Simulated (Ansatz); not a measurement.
The inner images of a band of FGeH3 + H2S (8 atoms, charge 0, multiplicity 1) are given out of order.

Method: RKS PBE/def2-SVP in Ansatz 0.2.0.

Image 0:

```xyz
8
Properties=species:S:1:pos:R:3
Ge 0.346 0.067 -0.210
F 0.067 -0.166 1.531
H 1.885 -0.030 -0.372
H -0.194 1.469 -0.570
H -0.385 -1.084 -0.938
S -3.220 0.108 1.113
H -3.287 -1.241 0.941
H -2.004 0.003 1.728
```

Image 8:

```xyz
8
Properties=species:S:1:pos:R:3
Ge -0.417 -0.079 -0.512
F -0.335 0.673 2.532
H 0.600 -0.947 0.257
H -0.078 1.425 -0.478
H -0.575 -0.578 -1.972
S -2.449 -0.218 0.516
H -2.366 -1.562 0.727
H -1.170 0.413 2.153
```

Question: Put them in order from the first end to the last, with their energies above the first end.
A.
```xyz
8
Properties=species:S:1:pos:R:3
Ge -0.429 -0.007 -0.505
F -0.178 0.269 2.551
H 0.763 -0.555 0.305
H -0.265 1.500 -0.797
H -0.642 -0.842 -1.790
S -2.434 -0.027 0.598
H -2.552 -1.382 0.680
H -1.054 0.172 2.181
```
B.
```xyz
8
Properties=species:S:1:pos:R:3
Ge 0.005 0.072 -0.161
F -0.074 -0.024 1.675
H 1.502 -0.276 -0.127
H -0.311 1.525 -0.579
H -0.702 -0.969 -1.081
S -2.803 0.045 0.922
H -2.740 -1.313 0.828
H -1.668 0.068 1.746
```
C.
```xyz
8
Properties=species:S:1:pos:R:3
Ge -0.322 0.029 -0.312
F -0.167 0.097 2.092
H 1.140 -0.371 0.073
H -0.344 1.529 -0.678
H -0.728 -0.949 -1.438
S -2.530 0.024 0.715
H -2.679 -1.327 0.816
H -1.160 0.096 1.956
```
D.
```xyz
8
Properties=species:S:1:pos:R:3
Ge -0.203 0.050 -0.214
F -0.173 0.060 1.871
H 1.294 -0.319 0.014
H -0.343 1.530 -0.633
H -0.712 -0.972 -1.274
S -2.620 0.033 0.809
H -2.702 -1.327 0.838
H -1.332 0.073 1.813
```
E.
```xyz
8
Properties=species:S:1:pos:R:3
Ge -0.387 0.007 -0.415
F -0.164 0.166 2.335
H 0.961 -0.447 0.200
H -0.315 1.513 -0.749
H -0.691 -0.918 -1.613
S -2.464 0.011 0.641
H -2.637 -1.337 0.752
H -1.094 0.133 2.072
```
F.
```xyz
8
Properties=species:S:1:pos:R:3
Ge -0.432 -0.042 -0.526
F -0.249 0.483 2.597
H 0.649 -0.757 0.309
H -0.169 1.471 -0.670
H -0.603 -0.713 -1.913
S -2.440 -0.122 0.551
H -2.451 -1.480 0.670
H -1.096 0.288 2.206
```
G.
```xyz
8
Properties=species:S:1:pos:R:3
Ge 0.207 0.072 -0.172
F 0.002 -0.109 1.591
H 1.724 -0.187 -0.328
H -0.214 1.513 -0.538
H -0.627 -1.006 -0.903
S -3.070 0.045 1.017
H -2.901 -1.290 0.812
H -1.913 0.090 1.746
```

Answer: G (+0.04 eV), B (+0.41 eV), D (+0.99 eV), C (+0.70 eV), E (+0.32 eV), A (+0.10 eV), F (+0.05 eV).

Time of the run: 2 min on 2 threads of Arm Neoverse V2 (shared host), peak memory 0.14 GiB.
